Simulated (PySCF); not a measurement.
CH₆GeS, SMILES C[S][GeH3].

Coordinates come from a TPSSh-D3(BJ)/def2-SVP optimisation.

All values below come from PBE/def2-TZVPD in PySCF.

Computed frontier levels, gap, dipole moment and polarisability:
highest occupied level: -5.60 eV
lowest empty level: -1.02 eV
orbital gap: 4.58 eV
dipole moment: 1.41 D
quadrupole, principal values (traceless, Buckingham form, about the centre of nuclear charge): -3.45, -2.50, 5.95 D·Å
mean static polarisability: 71.5 bohr³ (10.59 Å³)
polarisability, principal values: 60.4, 68.0, 86.0 bohr³
